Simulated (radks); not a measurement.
The numbers below are computed, except where a source is named.
Removal energies from the sulfur ion S7+, [He] 2s2 2p(1/2: 2, 3/2: 3), by Delta-SCF beside the eigenvalue of the level emptied. Level of theory: Dirac Kohn-Sham, relativistic LDA (MacDonald-Vosko exchange, VWN5 correlation), spin-unpolarised, spherical densities, finite nucleus; Fermi nuclear charge, rms radius of each element as measured or else 0.836 A^(1/3) + 0.57 fm (a radial shooting solver on a logarithmic mesh with Libxc functionals). Sub-shells are occupied by j as written (lower j first in brackets).

removed from          final configuration  Delta-SCF (eV)  -eigenvalue (eV)
2p3/2         [He] 2s2 2p(1/2: 2, 3/2: 2)          332.50            306.73
2p1/2         [He] 2s2 2p(1/2: 1, 3/2: 3)          333.99            308.12
2s1/2         [He] 2s1 2p(1/2: 2, 3/2: 3)          381.94            358.51
1s1/2          1s1 2s2 2p(1/2: 2, 3/2: 3)          2665.2            2563.7
